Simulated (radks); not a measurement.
Charge is removed step by step from the 4p3/2 level of Cd+, starting from [Ar] 3d10 4s2 4p(1/2: 2, 3/2: 4) 4d10 5s1. Calculated with a radial shooting solver on a logarithmic mesh with Libxc functionals: Dirac Kohn-Sham, LDA (Slater exchange, Perdew-Wang correlation), spin-unpolarised, spherical densities, point nucleus.

removed (e)  E - E(0) (eV)  eigenvalue (eV)  E minus straight line (eV)
0                    0.000          -74.053                       0.000
0.1                  7.483          -75.606                      -0.726
0.2                 15.122          -77.178                      -1.295
0.3                 22.919          -78.771                      -1.706
0.4                 30.877          -80.382                      -1.957
0.5                 38.996          -82.011                      -2.046
0.6                 47.279          -83.658                      -1.971
0.7                 55.728          -85.321                      -1.731
0.8                 64.344          -87.002                      -1.323
0.9                 73.129          -88.698                      -0.747
1                   82.084          -90.410                       0.000

Removing the whole electron costs 82.084 eV by Delta-SCF, against 74.053 eV from minus the eigenvalue at the starting occupation. Slater's transition state (half an electron removed) gives 82.011 eV. Integrating minus the eigenvalue over the occupation (Janak's theorem) gives 82.084 eV. The mean slope of the eigenvalue, de/dn, is 16.4 eV per electron.
